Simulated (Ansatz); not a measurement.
A nudged elastic band was laid between two geometries of CH8BFOSi2 (14 atoms, charge 0, multiplicity 1).

The calculation used Ansatz 0.2.0, RKS B3LYP-D4/def2-SVP.

- movable images: 5
- climbing image: yes
- spring: 5.0 eV/Å²
- optimiser: quadratic models (default)
- start path: IDPP
- force threshold: 0.05 eV/Å
- iteration limit: 60
- end points: relaxed

Image 0:

```xyz
14
Properties=species:S:1:pos:R:3
F -2.999 0.696 1.676
B -1.681 0.632 1.554
O -1.186 0.170 0.393
C 0.229 0.048 0.130
Si 0.622 -1.800 -0.139
Si 0.660 1.195 -1.332
H -0.976 0.985 2.471
H 0.811 0.390 1.009
H -0.115 -2.308 -1.329
H 2.090 -1.953 -0.356
H 0.208 -2.565 1.071
H 2.127 1.116 -1.590
H 0.285 2.595 -0.980
H -0.086 0.769 -2.548
```

Image 6:

```xyz
14
Properties=species:S:1:pos:R:3
F -2.232 1.317 2.361
B -1.055 0.876 1.938
O -0.968 0.460 0.663
C 0.251 -0.046 0.079
Si -0.045 -1.862 -0.424
Si 0.757 1.123 -1.342
H -0.114 0.860 2.696
H 1.066 -0.035 0.829
H -1.116 -1.936 -1.457
H 1.222 -2.423 -0.977
H -0.458 -2.638 0.780
H 0.941 2.499 -0.797
H -0.301 1.137 -2.389
H 2.039 0.638 -1.931
```

Question: What changes between the two ends?

Answer: No bond is made or broken. The dihedral Si5–C4–Si6–H13 goes from 179 to 59°. The two ends are copies of one structure, up to a mirror image or an exchange of like atoms.

Question: What energy profile does the band end with?

Answer: The run converged. The highest image is number 3 of 0 to 6, 0.096 eV above the ends, which have the same energy within 2 meV. A vibrational analysis at the climbing image gives one clearly imaginary mode, 144i cm⁻¹: a first-order saddle point.

```
image  path coordinate (Å)  energy (eV)  dihedral Si5–C4–Si6–H13 (°)
    0                 0.00        0.000                          179
    1                 0.80        0.023                          160
    2                 1.60        0.070                          140
    3                 2.40        0.096                          119
    4                 3.19        0.073                           99
    5                 3.98        0.025                           79
    6                 4.77        0.000                           59
```

Question: What is the geometry of the highest image?

Answer: 
```xyz
14
Properties=species:S:1:pos:R:3
F -2.390 1.167 2.310
B -1.172 0.824 1.913
O -1.030 0.385 0.652
C 0.239 -0.017 0.095
Si 0.109 -1.860 -0.380
Si 0.708 1.144 -1.366
H -0.244 0.920 2.681
H 1.030 0.072 0.864
H -0.931 -2.042 -1.430
H 1.432 -2.312 -0.902
H -0.255 -2.651 0.830
H 1.981 1.858 -1.060
H -0.389 2.129 -1.563
H 0.901 0.354 -2.617
```

Question: What are the harmonic wavenumbers there?

Answer: 144i, 44, 117, 149, 156, 180, 290, 319, 439, 562, 579, 590, 680, 774, 820, 911, 928, 939, 944, 947, 949, 960, 991, 1082, 1112, 1233, 1310, 1469, 2218, 2222, 2226, 2232, 2244, 2250, 2614, 3015 cm⁻¹.

The run took 2.7 min on 2 threads of Arm Neoverse V1, on a shared host, peak memory 0.34 GiB.
